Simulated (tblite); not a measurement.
Run record: tight-binding relaxation, `C(=N/N(CCC)C)/C1CC1`.

Computed with GFN2-xTB geometry optimisation, gas phase (tblite 0.8.0). Start geometry: from a force field or distance geometry. The command runs a driver script over a list of jobs; the input below is this job's line of settings and its coordinates in Å.

Command:
```bash
OMP_NUM_THREADS=1 python probes_run.py task.json out
```

Input:
```
{"job": {"kind": "relax", "xc": "GFN2-xTB", "basis": "xTB"}, "charge": 0, "multiplicity": 1}
C      2.785700     1.324900     0.578500
C      1.643700     0.324600     0.850500
C      1.492100    -0.423100    -0.432900
N      0.430100    -1.401600    -0.373800
C      0.352600    -2.309500    -1.538200
N     -0.463400    -1.550700     0.683800
C     -1.512900    -0.855700     0.752200
C     -1.994500     0.165900    -0.163700
C     -1.759800     1.632600     0.009700
C     -3.080100     1.036800     0.517200
H      2.475300     1.834900    -0.365700
H      2.971200     1.986300     1.420600
H      3.677300     0.712100     0.327100
H      2.051900    -0.390600     1.630500
H      0.766000     0.811400     1.255800
H      2.482100    -0.871800    -0.680700
H      1.248300     0.358600    -1.207600
H      0.554800    -3.324100    -1.067000
H      1.215300    -2.125000    -2.206500
H     -0.602700    -2.277200    -2.033200
H     -2.154700    -1.051800     1.654800
H     -2.353200    -0.154600    -1.188400
H     -1.931900     2.359700    -0.813000
H     -1.136700     2.033900     0.800800
H     -3.991800     1.274200    -0.020000
H     -3.185900     0.902500     1.622200
```

**Question.** Give the output.

**Answer.** 
```
step      E/eV     max force
  0    -843.83305    2.957
  1    -844.29391    1.060
  2    -844.43973    0.784
  3    -844.53711    0.631
  4    -844.58391    0.629
  5    -844.62659    0.399
  6    -844.65978    0.345
  7    -844.67887    0.298
  8    -844.69940    0.354
  9    -844.72212    0.393
... (213 lines left out)
223    -845.68396    0.020
224    -845.68404    0.016
225    -845.68410    0.012
226    -845.68413    0.013
227    -845.68417    0.012
228    -845.68420    0.012
229    -845.68424    0.012
230    -845.68426    0.011
231    -845.68427    0.011
232    -845.68429    0.008
```

«max force» is the largest atomic force in eV/Å.

**Question.** From which step on does the largest force stay under 0.1 eV/Å, and how much energy is left to gain from there?

**Answer.** From step 173 (0.065 eV/Å), 14.4 meV above the end.

Summary of the converged run: energy lowered by 42.7 kcal/mol over 232 steps; largest atomic force 0.008 eV/Å at the end.

**Question.** Give the final coordinates.

**Answer.** 1.261 Å rms from the input after alignment:
```
atom  x, y, z in Å
C1     2.5442    1.3451    0.1152
C2     1.6966    0.1069    0.3728
C3     1.1276   -0.4610   -0.9337
N4     0.2547   -1.6029   -0.7398
C5     0.9135   -2.8893   -0.6831
N6    -0.9196   -1.6051   -0.1186
C7    -1.7024   -0.6584    0.1967
C8    -1.6488    0.8179    0.1013
C9    -2.1275    1.6154    1.2912
C10   -2.9529    1.5704    0.0484
H11    1.9485    2.1266   -0.3526
H12    2.9463    1.7343    1.0475
H13    3.3754    1.1082   -0.5460
H14    2.3040   -0.6587    0.8603
H15    0.8736    0.3543    1.0462
H16    1.9483   -0.7941   -1.5749
H17    0.5836    0.3137   -1.4803
H18    1.6587   -2.9411    0.1187
H19    1.4070   -3.0897   -1.6358
H20    0.1551   -3.6470   -0.5053
H21   -2.6153   -1.0240    0.6588
H22   -0.8360    1.2544   -0.4596
H23   -1.6057    2.5288    1.5354
H24   -2.4765    1.0683    2.1544
H25   -3.0067    2.4539   -0.5702
H26   -3.8668    0.9956    0.0660
```
Labels such as C1 count atoms from 1, the log's own numbers from 0.
